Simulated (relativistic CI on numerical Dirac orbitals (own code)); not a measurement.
**Sensitivity of the levels of Cs XXXVI to α and to the nuclear radius**

Method of calculation: Dirac-Coulomb-Breit CI, orbitals from a KLI potential per configuration, derivatives by finite differences, unscaled Slater integrals, QED left out (own radial code, finite nucleus).

Configuration list (outside the closed core [Ne]): 3s2 3p6 3d2, 3s2 3p5 3d3, 3s 3p6 3d3, 3s2 3p6 3d 4s, 3s2 3p6 3d 4p, 3s2 3p6 4s2. Double excitations out of closed p, d and f shells are left out; levels of such configurations are missing from the list, as are those of other unlisted configurations, and high levels can miss mixing partners.

With x = (α/α₀)² − 1 an excitation energy changes as ω = ω₀ + qx; K = 2q/ω₀ is the relative enhancement. Terms are leading LS components, so labels can repeat. The field-shift factor is F = δν/δ⟨r²⟩ for the transition from the lowest level.

Lowest level 3s2 3p6 3d2 3F_2.

| Level | ω₀ (cm⁻¹) | q (cm⁻¹) | K | F (GHz/fm²) |
| --- | --- | --- | --- | --- |
| 3s2 3p6 3d2 3P_0 | 117618 | 19020 | 0.323 | 0.0871 |
| 3s2 3p6 3d2 3F_3 | 127385 | 140300 | 2.2 | 1.39 |
| 3s2 3p6 3d2 3P_2 | 188144 | 137900 | 1.47 | 1.14 |
| 3s2 3p6 3d2 3F_4 | 193320 | 161700 | 1.67 | 1.65 |
| 3s2 3p6 3d2 3P_1 | 209944 | 144100 | 1.37 | 1.1 |
| 3s2 3p6 3d2 1G_4 | 312157 | 261400 | 1.67 | 2.62 |
| 3s2 3p6 3d2 3P_2 | 343371 | 285800 | 1.66 | 2.55 |
| 3s2 3p6 3d2 1S_0 | 498520 | 269500 | 1.08 | 3.21 |
| 3s2 3p5 3d3 5F°_2 | 1450955 | 71050 | 0.0979 | 4.67 |
| 3s2 3p5 3d3 5D°_1 | 1460762 | 84520 | 0.116 | 4.6 |
| 3s2 3p5 3d3 5D°_0 | 1484978 | 98010 | 0.132 | 4.73 |
| 3s2 3p5 3d3 5F°_3 | 1505128 | 112100 | 0.149 | 5.14 |
| 3s2 3p5 3d3 5D°_3 | 1553139 | 148400 | 0.191 | 5.46 |
| 3s2 3p5 3d3 5F°_4 | 1563184 | 208300 | 0.266 | 6.15 |
| 3s2 3p5 3d3 5S°_2 | 1569261 | 206300 | 0.263 | 5.78 |
| 3s2 3p5 3d3 3F°_2 | 1587383 | 201900 | 0.254 | 5.65 |
| 3s2 3p5 3d3 5D°_1 | 1598209 | 209700 | 0.262 | 5.2 |
| 3s2 3p5 3d3 5G°_5 | 1604984 | 218900 | 0.273 | 6.31 |
| 3s2 3p5 3d3 3G°_3 | 1617978 | 200000 | 0.247 | 5.91 |
| 3s2 3p5 3d3 5D°_4 | 1620270 | 217800 | 0.269 | 6.05 |
| 3s2 3p5 3d3 3H°_6 | 1631329 | 197400 | 0.242 | 6.24 |
| 3s2 3p5 3d3 3P°_0 | 1651924 | 154400 | 0.187 | 5.74 |
| 3s2 3p5 3d3 3G°_4 | 1656607 | 214200 | 0.259 | 6.15 |

At this charge energies of transitions that change n are usually good to better than 1 %, and those within a shell (Δn = 0) to a few per cent. Terms inside the open d or f shell come out 10 to 20 % too wide with unscaled integrals.
